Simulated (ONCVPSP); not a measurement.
Hardness and transferability of assorted potentials

Generated with ld1.x 7.5 (TM, RRKJ, ultrasoft, PAW), atompaw 4.2 or ONCVPSP 4.0.1. The cutoff is in Ry: for ld1.x and atompaw files where the sum of valence levels is converged to 10 mRy in a Bessel basis, for ONCV files where the hardest occupied wave has 1 mHa per electron of residual kinetic energy. The error is the largest all-electron minus pseudo excitation energy over each file’s own four to seven test configurations (ionisations up to +4, promotions, holes and added fractions of an electron), all of which were solved. The labels leave out finer settings (local radius, basis sizes, second energies), which also bear on the numbers. Spin-polarised tests are not counted. The rows are a selection from randomly drawn settings: files with unsolved tests, undetermined cutoffs or missed reference levels are left out.

A true bound ghost makes a file unfit for plane-wave use even where its test errors are small: the radial tests pick states by their node count and pass the ghost by.

| element | potential | cutoff (Ry) | largest error (meV) | bound ghosts |
| --- | --- | --- | --- | --- |
| Li | ONCV, LDA (Perdew-Wang 92), non-relativistic, rc 1.10/1.00/1.00 (spd), local smoothed, core correction no, reference 1s2 2s0.5, qcut 9.5/8.9/9.5, projectors 2/2/1 | 70 | +961 | none |
| S | ONCV, LDA (Perdew-Wang 92), scalar-relativistic, rc 1.40/1.15 (sp), local smoothed, core correction yes, reference 3s2 3p2, qcut 5.5/8.1, projectors 1/3 | 291 | -27 | s, p |
| Co | ONCV, PBE, scalar-relativistic, rc 1.40/1.25/1.70 (spd), local smoothed, core correction yes, reference 3s2 3p6 3d8 4s1, qcut 11.4/12.2/7.4, projectors 3/1/2 | 79 | +441 | none |
| Zn | ONCV, PBE, scalar-relativistic, rc 1.30/0.90/1.15 (spd), local smoothed, core correction no, reference 3s2 3p6 3d10 4s2, qcut 9/17.3/16.4, projectors 2/2/2 | 179 | -227 | none |
| Se | ONCV, revPBE, scalar-relativistic, rc 0.80/0.90/0.95 (spd), local smoothed, core correction yes, reference 3s2 3p6 3d10 4s2 4p4, qcut 14.1/15.6/13, projectors 2/2/2 | 338 | +61 | p |
| Br | ONCV, PBE, fully relativistic, rc 1.45/1.25/0.70 (spd), local smoothed, core correction yes, reference 3d10 4s1.75 4p5.25, qcut 4.6/6.8/22.3, projectors 2/2/2 | 393 | -476 | s, p3/2, p1/2 |
| Pd | ONCV, PBE, fully relativistic, rc 1.60/1.65/1.75 (spd), local smoothed, core correction yes, reference 4s2 4p6 4d9.5, qcut 9.5/8.9/10.4, projectors 2/2/2 | 60 | -156 | none |
| Pt | ONCV, LDA (Perdew-Wang 92), fully relativistic, rc 1.75/1.55/1.95 (spd), local smoothed, core correction yes, reference 5s2 5p6 5d8 6s2, qcut 8.8/11.1/9.6, projectors 2/2/2 | 83 | -487 | none |

Question: Fill in the row for Cl: ONCV, PBEsol, scalar-relativistic, rc 1.30/1.15 (sp), local smoothed, core correction no, reference 3s2 3p5, qcut 5.5/5.7, projectors 2/1.

Answer: cutoff 231 Ry, largest error +81 meV, bound ghosts: none.
